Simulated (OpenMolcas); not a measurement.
# Mo2+: moving or changing the point charges

Mo2+ among 6 point charges of -1 e arranged as an octahedron (Oh), 1.85 Å from the ion.
```
   1.8500    0.0000    0.0000  -1.00
   0.0000    1.8500    0.0000  -1.00
  -1.8500    0.0000    0.0000  -1.00
   0.0000   -1.8500    0.0000  -1.00
   0.0000    0.0000    1.8500  -1.00
   0.0000    0.0000   -1.8500  -1.00
```

| Property | Result |
| --- | --- |
| Program | OpenMolcas |
| Method | CASSCF |
| Basis | ANO-RCC-VDZP [6s5p3d1f] |
| Scalar Hamiltonian | DKH2, point nucleus |
| Active space | 4 electrons in 5 orbitals (4d) |
| State averaging | 2S+1 = 5 even, 5 roots; 2S+1 = 3 even, 45 roots; 2S+1 = 1 even, 50 roots |
| Spin-orbit coupling | RASSI with atomic mean-field integrals over the reference wave functions |

Runs around this geometry, states (labels of O, the rotations of Oh). Energies in cm-1 above the lowest state or level, χT in cm3 K/mol; 10Dq and B are least-squares fits to the states below 45000 cm-1, weighted by degeneracy, with a free offset, and given where the rms deviation is under 5 % of |10Dq| (or 100 cm-1) and under 700 cm-1.

| R (Å) | q (e) | Ground state | First state of that spin | 10Dq | B (rms of fit) | First gap with spin-orbit (degeneracies) | χT at 300 K | First state of another spin |
| --- | --- | --- | --- | --- | --- | --- | --- | --- |
| 1.85 | -0.65 | 5E | 5T2 8336 | 8709 | 724 (174) | 72.0 (1, 3) | 2.703 | 3T1 8308 |
| 1.85 | -1 | 5E | 5T2 13026 | 13539 | 713 (274) | 113.3 (1, 3) | 2.703 | 3T1 3707 |
| 2.07 | -1 | 5E | 5T2 8228 |  |  | 72.9 (1, 3) | 2.696 | 3T1 8446 |

Taking the first state of the same spin as R^-n, n = -ln(8228 / 13026) / ln(2.07 / 1.85) = 4.1 between the shortest and longest distance.

Scaling the charges by -0.65 / -1 = 0.65 scales |10Dq| by 8709 / 13539 = 0.64; with fixed orbitals a first-order splitting would follow the charge.

An orbital doublet at a regular site is open to a Jahn-Teller distortion, which this geometry leaves out. Without dynamic correlation the repulsion within the d shell is too large (B by tens of per cent), so at a given field states of lower spin stand too high. This shell can be high or low spin here, a state of another spin lies low, and with metal d orbitals alone active their balance is uncertain, so the ground spin may be wrong. Point charges give a weaker field than real ligands, and real ions of this kind are as a rule low spin; the high spin found here belongs to the model. This is an electrostatic model: the charges have no orbitals. No measured value stands beside these numbers.
